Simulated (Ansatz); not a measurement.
Compare A (`CBOCN`) with its isomer B (`COBCN`).

Program: Ansatz. Geometries: PBE0-D4/def2-TZVP. ΔE: electronic, gas phase. CCSD(T)/CBS adds triple-zeta CCSD(T) − MP2 to the extrapolated MP2 energy (def2 sets, frozen cores). Functionals use def2-TZVPP. B3LYP here is the variant with VWN-RPA as its local correlation; programs differ in this. One conformer a species, not always the lowest.

(1) Which is lower in electronic energy at CCSD(T)/CBS, and by how much? (An estimate is asked.)

(2) Give E(B) − E(A) in kJ/mol with B3LYP-D4, HF/def2-TZVPP, B3LYP, PBE-D4, CCSD/def2-TZVPP, ωB97M-V, MP2/def2-TZVPP. (Best estimate.)

Largest T1 diagnostic: 0.012.

## Answers

(1) Ansatz gave: A, by 39.9 kJ/mol.

(2) The calculation gave: B3LYP-D4 39.5, HF/def2-TZVPP 38.7, B3LYP 39.0, PBE-D4 40.5, CCSD/def2-TZVPP 39.6, ωB97M-V 40.9, MP2/def2-TZVPP 42.2. None reverses the order clearly.
